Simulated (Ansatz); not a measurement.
Reaction (silylene formation by 1,1-elimination): `F[Si@H]1N[C@@H]1[SiH3]` → `F[SiH]1CN1` + `[SiH2]`

Calculated with Ansatz (gas phase, PBE0-D4/def2-TZVP geometries, no zero-point term in ΔE). CBS: MP2 limit from def2 TZ/QZ plus the TZ coupled-cluster correction, frozen cores. This one scheme is used for every species. DFT in def2-TZVPP.

(1) Is it downhill or uphill in electronic energy at CCSD(T)/CBS, and by how much? (Estimate.)

(2) What do these levels give: PBE-D4, PBE, PBE0, MP2/def2-TZVPP, HF/CBS(def2), CCSD/CBS(def2)? (Estimate.)

Largest T1 diagnostic among the species: 0.014.

## Answers

(1) Ansatz gave: Uphill: ΔE = +57.9 kcal/mol.

(2) The calculation gave: PBE-D4 58.7, PBE 56.5, PBE0 58.3, MP2/def2-TZVPP 61.0, HF/CBS(def2) 51.6, CCSD/CBS(def2) 56.3 kcal/mol.

From PBE to PBE0 (25 % exact exchange), in def2-TZVPP and without D4, ΔE moves by +1.8 kcal/mol. The D4 term adds +3.6 kcal/mol with B3LYP and +2.0 kcal/mol with PBE0; it sums over pairs of atoms, weighted by their polarisabilities, and B3LYP, whose exchange is more repulsive, gets the larger term.

B3LYP here is the variant with VWN-RPA as its local correlation; programs differ in this.
